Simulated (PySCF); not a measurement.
Stretching AgC

Set-up: PySCF, scalar-relativistic core potentials, basis sets Ag cc-pVDZ-PP with ECP28, C cc-pVDZ. Energies in eV from Ag (4d10 5s1) + C in their ground configurations at the same level. All curves are PBE0. state 1: ⁴Σ⁻ (quartet), unpaired electrons σ ↑, π ↑↑; state 2: ²Π (doublet), unpaired electrons π ↑, a second solution, started from another occupation; state 3: Ms = 0.5 determinant of mixed spin (⟨S²⟩ near 1.8), unpaired electrons σ ↓, π ↑↑, a second solution, started from another occupation; state 4: Ms = 0.5 determinant of mixed spin (⟨S²⟩ near 1.8), unpaired electrons σ ↑, π ↑↓, a mixture of terms (⟨Lz²⟩ = 2.0), a second solution, started from another occupation.

| R (Å) | state 1 | state 2 | state 3 | state 4 |
| --- | --- | --- | --- | --- |
| 1.736 | -1.132 | -0.904 | -0.527 | -0.461 |
| 1.816 | -1.475 | -1.244 | -0.869 | -0.788 |
| 1.897 | -1.659 | -1.426 | -1.054 | -0.959 |
| 1.958 | -1.722 | -1.488 | -1.121 | -1.015 |
| 2.018 | -1.737 | -1.504 | -1.143 | -1.027 |
| 2.079 | -1.716 | -1.485 | -1.134 | -1.007 |
| 2.159 | -1.650 | -1.420 | -1.087 | -0.944 |
| 2.260 | -1.528 | -1.300 | -0.998 | -0.833 |
| 2.381 | -1.354 | -1.127 | -0.872 | -0.678 |
| 2.543 | -1.116 | -0.891 | -0.704 | -0.470 |

Problem. Put a parabola through the three lowest points of the state 1 curve and estimate Re, k and ωe (reduced mass 10.79 u; 1 eV/Å² = 0.16022 mdyn/Å; ωe = 1302.8·√(k/μ) cm⁻¹).

Solution. Through R = 1.958, 2.018, 2.079 Å the second-order coefficient is 4.91 eV/Å², so Re ≈ 2.013 Å, k ≈ 1.57 mdyn/Å and ωe ≈ 498 cm⁻¹. A polynomial fit of higher order to the unrounded PBE0 energies gives Re = 2.010 Å, k = 1.60 mdyn/Å, ωe = 502 cm⁻¹; anharmonicity and rounding make the difference.

The higher-order fit for each curve: state 1: Re = 2.010 Å, ωe = 502 cm⁻¹, De = 1.74 eV; state 2: Re = 2.012 Å, ωe = 496 cm⁻¹, minimum 1.50 eV below the ground-state fragments; state 3: Re = 2.027 Å, ωe = 455 cm⁻¹, minimum 1.14 eV below the ground-state fragments; state 4: Re = 2.007 Å, ωe = 486 cm⁻¹, minimum 1.03 eV below the ground-state fragments.

⟨S²⟩ of the unrestricted solution departs from its pure value on part of the curve, where spin states mix. These are scalar-relativistic numbers at best; spin–orbit coupling would shift them, the dissociation energy most. With d or f electrons several states lie close, and the lowest PBE0 determinant need not be the measured ground state.
